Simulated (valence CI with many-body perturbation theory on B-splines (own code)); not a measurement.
Values are calculated unless marked as measured or tabulated.
# Run record, Lu47+

Method: relativistic CI+MBPT: six valence electrons over a frozen Dirac-Fock core [Ar], a basis of 7 s, 7 p, 8 d, 6 f, 4 g, 1 h functions for each j, with the one-electron correlation potential Σ1 (screened to all orders), the two-electron term Σ2, the three-electron term Σ3, Breit, model QED; selected single and double excitations, second order for the rest, scaled by the run's own slope (own B-spline code, finite nucleus).

Command, and the settings that its task file holds:

```sh
python run_cv.py task.json out
```

```
atom Lu  Z=71  mass_number=175  rms_radius_fm=5.3700
core [Ar]
valence 3d6
avg = 1
basis = M
breit = 1
cap = 60000
capref = 1200
cscale = 1
de = 0.0
dress = 0
eps = 2e-08
extrap = 1
h = 0.27
hh = 1
l2 = 3
lcore = 6
maxit = 60
n2 = 5
natural = 1
nlev = 35
nno = [4, 4, 5, 4, 3, 1]
nroot = 26
nsp = [3, 3, 3, 2, 1, 0]
pt2 = 1
qed = 1
rpa = 1
s1 = 1
s2 = 1
s3 = 1
screen = 1
tol = 2e-05
whole = 1
```

(1) Roughly how long does this run take on one core of Intel(R) Xeon(R) Processor @ 2.30GHz, and how much memory?

Log. The first blocks belong to the next ion, which gives the ionisation energy. Fields: 2J, parity (1 odd), roots, reference size, generating configurations, candidates as configurations/state functions, variational space P, stored matrix elements, Davidson steps; e2 is the range of second-order energies in hartree. The first line gives the box (bohr), its intervals, the orbitals and the steps of their self-consistent field. Window is the range of levels sought, series limit the energy at which the first omitted orbital would enter, core excitation an estimate of the first excitation out of the core, left out the lowest levels not solved, and shifts from estimates the range by which levels moved from their first estimate, all in cm⁻¹.

```
rmax 2.4 intervals 56 orbitals 59 references ['3d6', '3d5 4s', '3d5 4p'] scf 4 t 0.8
2J=5 par=0 roots 2 ref 81 generators 4 cand 3453/45011 P 595/5977 nnz 9.6e+06 it 5
2J=5 par=0 roots 2 ref 81 generators 4 cand 2876/39115 P 2222/28891 nnz 1.7e+08 it 5
   second order: generators 7 cand 5396/137604 e2 -0.00012 -0.00005
reference levels 654, estimated 34, window 1915038 1/cm; series limit 25432971, core excitation 2434117
2J=8 par=0 roots 7 ref 77 generators 4 cand 3878/75107 P 548/11985 nnz 3.1e+07 it 5
2J=8 par=0 roots 7 ref 77 generators 4 cand 3484/65682 P 1520/32134 nnz 2e+08 it 5
   second order: generators 7 cand 11475/1278778 e2 -0.00397 -0.00291
2J=4 par=0 roots 8 ref 86 generators 4 cand 3970/64536 P 609/11963 nnz 3e+07 it 5
2J=4 par=0 roots 8 ref 86 generators 4 cand 3529/55140 P 1819/32427 nnz 2e+08 it 7
   second order: generators 9 cand 14482/1164034 e2 -0.00226 -0.00147
2J=0 par=0 roots 5 ref 26 generators 4 cand 3111/13837 P 2677/11998 nnz 2.5e+07 it 7
2J=0 par=0 roots 5 ref 26 generators 4 cand 968/4365 P 3399/15432 nnz 4.1e+07 it 5
   second order: generators 10 cand 13227/262087 e2 -0.00008 -0.00004
2J=6 par=0 roots 6 ref 88 generators 3 cand 3371/74284 P 452/11975 nnz 3.4e+07 it 5
2J=6 par=0 roots 6 ref 88 generators 3 cand 3046/64881 P 1237/30576 nnz 2e+08 it 8
   second order: generators 5 cand 10442/1158299 e2 -0.00329 -0.00277
2J=2 par=0 roots 4 ref 60 generators 3 cand 3296/42278 P 770/11998 nnz 3.2e+07 it 7
2J=2 par=0 roots 4 ref 60 generators 3 cand 2706/32826 P 2328/31626 nnz 1.9e+08 it 7
   second order: generators 5 cand 9329/606584 e2 -0.00028 -0.00018
2J=12 par=0 roots 2 ref 31 generators 2 cand 3211/52310 P 601/11989 nnz 3.6e+07 it 5
2J=12 par=0 roots 2 ref 31 generators 2 cand 2756/42847 P 1613/29132 nnz 1.9e+08 it 5
   second order: generators 2 cand 1744/25704 e2 -0.00093 -0.00087
2J=10 par=0 roots 2 ref 52 generators 2 cand 3330/65698 P 461/11999 nnz 3.7e+07 it 5
2J=10 par=0 roots 2 ref 52 generators 2 cand 2994/56251 P 1168/28717 nnz 1.9e+08 it 5
   second order: generators 3 cand 8059/923919 e2 -0.00227 -0.00206
left out: unestimated 12842647, estimated none, shifts from estimates -519 to 1379
operators 1.7
```

The Davidson iterations converged.

No measured spectrum was set against this ion. As an estimate, large intervals hold to a few tenths of a per cent, small ones and those within an open d or f shell to about a per cent. Core correlation moves these levels by up to 14000 cm⁻¹, and in measured spectra 5 to 20 % of such shifts remained as error; rates that hang on mixing are uncertain with them. Among the levels kept, up to 1000 cm⁻¹ of a level comes from second order outside the variational space, and about a tenth of that is noise between levels of different J, which matters for small intervals. The list stops below the first excitations out of the core. Only levels of the ground parity were solved; by the run's estimate the other parity begins above the list, which can be wrong where configurations are misplaced.

```yaml
Valence_energy: -981.6159 hartree
Ionisation_energy: "4086 eV (NIST: 4086 ± 4 eV (theoretical))"
Reference_configurations_for_the_orbitals: 3d6, 3d5 4s, 3d5 4p
Radial_orbitals: 59
Box_radius: 2.388 bohr
Largest_variational_space: 32427
Lowest_levels: (3d3/2^4 3d5/2^2) J=4 0, (3d3/2^4 3d5/2^2) J=2 58075, (3d3/2^4 3d5/2^2) J=0 189900, (3d3/2^3 3d5/2^3) J=3 [a] 407570, (3d3/2^3 3d5/2^3) J=4 [a] 421330, (3d3/2^3 3d5/2^3) J=1 [a] 444280, (3d3/2^3 3d5/2^3) J=6 481290, (3d3/2^3 3d5/2^3) J=5 481520, (3d3/2^3 3d5/2^3) J=2 [a] 532360, (3d3/2^3 3d5/2^3) J=3 [b] 543100, (3d3/2^3 3d5/2^3) J=0 616420, (3d3/2^3 3d5/2^3) J=4 [b] 645590, (3d3/2^3 3d5/2^3) J=2 [b] 648980, (3d3/2^3 3d5/2^3) J=1 [b] 651510 cm⁻¹
```

Levels are named by their leading jj configuration (3d3/2^4 stands for four electrons in 3d with j = 3/2), which in mixed levels can hold well under half, so a name can repeat and another be missing. Letters in brackets count levels of one name in rising energy.

Results:

(1) 7.5 min on 1 thread of Intel(R) Xeon(R) Processor @ 2.30GHz (shared host), peak memory 1.7 GiB.
